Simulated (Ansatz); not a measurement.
Si5Te3. The state is a singlet with charge 0. Geometry PBE-D4/def2-SVP; atoms count from 1.

```xyz
8

Si    1.944    0.549   -0.970
Si    1.208    0.905    1.531
Si   -2.042   -0.897   -0.818
Si   -0.869   -2.020    0.899
Si   -0.063    2.124   -0.331
Te   -1.578    0.512    1.412
Te   -0.306    0.376   -2.332
Te    1.704   -1.549    0.609
```

In the def2 sets Te takes a core potential; there is no spin–orbit coupling. The structure comes from a short search, and lower isomers may exist.

Question: Estimate the Mulliken populations from the PBE0/def2-TZVP orbitals of Ansatz.

Answer: 
```json
{"atom": "Si1", "charge (e)": "-0.04"}
{"atom": "Si2", "charge (e)": "0.02"}
{"atom": "Si3", "charge (e)": "-0.06"}
{"atom": "Si4", "charge (e)": "-0.06"}
{"atom": "Si5", "charge (e)": "0.02"}
{"atom": "Te6", "charge (e)": "0.04"}
{"atom": "Te7", "charge (e)": "0.04"}
{"atom": "Te8", "charge (e)": "0.04"}
```
Mulliken values depend strongly on the basis.

Question: And the Mayer bond orders between heavy atoms (over 0.3)?

Answer: Si1–Si2 0.55 (2.63 Å); Si1–Si5 0.56 (2.63 Å); Si1–Te7 0.85 (2.64 Å); Si1–Te8 0.85 (2.64 Å); Si2–Si5 0.60 (2.56 Å); Si2–Te6 0.63 (2.82 Å); Si2–Te8 0.83 (2.67 Å); Si3–Si4 1.03 (2.36 Å); Si3–Te6 0.78 (2.68 Å); Si3–Te7 0.87 (2.63 Å); Si4–Te6 0.78 (2.68 Å); Si4–Te8 0.87 (2.63 Å); Si5–Te6 0.63 (2.82 Å); Si5–Te7 0.83 (2.67 Å).
